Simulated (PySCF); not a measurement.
## Structure elucidation problem

An unknown has the formula C5H2F6. Its calculated NMR data are:

$^{1}$H NMR (300 MHz, computed): δ 5.73 (sept, J = 3.3 Hz, 2H).

$^{13}$C{$^{1}$H} NMR (computed): δ 228.5 (sept, J = 2.6 Hz), 132.5 (q, J = 340.5 Hz, 2C), 106.0 (sept, J = 40.1 Hz), 91.7.

Calculated, not measured (PySCF): structure optimised with PBE0-D3(BJ)/def2-SVP, GIAO B3LYP/pcSseg-2 shieldings, spin–spin couplings from B3LYP/pcJ-1 (spin–dipole term only in couplings to heteroatoms). Averaged over atoms made equivalent by symmetry, fast rotation or ring inversion, single conformer, no relativistic terms, in vacuum.

Shifts are taken against calculated references (same method and geometry level): $^{1}$H, $^{13}$C vs TMS.

Problem. Deduce the structure.

Solution. 
- Rings plus π bonds: 2 (no ring in the answer).
- 4 carbon signals for 5 carbons: some carbons are equivalent by symmetry or fast rotation.
- Carbon types of the structure: 4 × C, 1 × CH2, which accounts for all hydrogens.
- δC 228.5: central carbon of an allene; the central sp carbon of an allene is among the most deshielded carbons of hydrocarbons.
- δC 132.5: CF3 carbon; 3 electronegative neighbours deshield it.
- δC 106.0, 91.7: terminal carbon of a cumulated C=C=C unit.
- δH 5.73: hydrogen on a terminal carbon of a cumulated C=C=C unit; a vinylic proton, deshielded by the sp2 carbon and the C=C anisotropy.

These data were computed for SMILES FC(C(=C=C)C(F)(F)F)(F)F.

The shifts were computed for this structure.

C–F couplings over four or more bonds (about 3 Hz to the para carbon of a fluoroarene) are left out. Common functionals overestimate the size of one-bond C–F couplings by tens of Hz; these are unscaled. Splittings below 1 Hz are ignored in the labels, and close J values are merged. Shifts are as computed. Against solution values, carbons near 30 ppm lie about +3 ppm off and those near 130 ppm about +8 ppm (rms about the fit 2.4 ppm; single classes can miss by 10 ppm). Of 1328 compounds with measured shifts, 309 miss one by over three times the rms of a fit or turn the order of signals round; such compounds aren't used in these exercises. Signals without a measured value on file couldn't be tested in this way; 1H shifts scatter by 0.2 ppm about their fit, and single ones miss by 0.5 ppm.
